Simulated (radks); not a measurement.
The numbers below are computed, except where a source is named.
Ionisation of neutral zirconium, [Kr] 4d2 5s2, to Zr+, [Kr] 4d2 5s1, under several functionals. Dirac Kohn-Sham, spin-unpolarised, spherical densities, point nucleus; open shells are shared between the two j in proportion to 2j + 1; a radial shooting solver on a logarithmic mesh with Libxc functionals. The NIST Atomic Spectra Database gives 6.634 eV (measured). Rank these functionals by the error of their Delta-SCF ionisation energy: exchange-only B88; Wu-Cohen GGA; OLYP; PBE; PW91; RPBE.

Answer. From best to worst: exchange-only B88 6.511 eV (-0.124); OLYP 6.765 eV (+0.131); RPBE 7.047 eV (+0.413); PBE 7.138 eV (+0.503); Wu-Cohen GGA 7.183 eV (+0.549); PW91 7.190 eV (+0.556). Spin polarisation and multiplet splitting are left out, so open shells lie too high by an amount that depends on their filling. Sharing an open shell by 2j + 1 raises it above the true ground level by a part of the spin-orbit splitting, which enters the differences from NIST.

Beside tabulated values, note that spin-unpolarised runs miss the spin-polarisation part of the exchange energy of open shells.
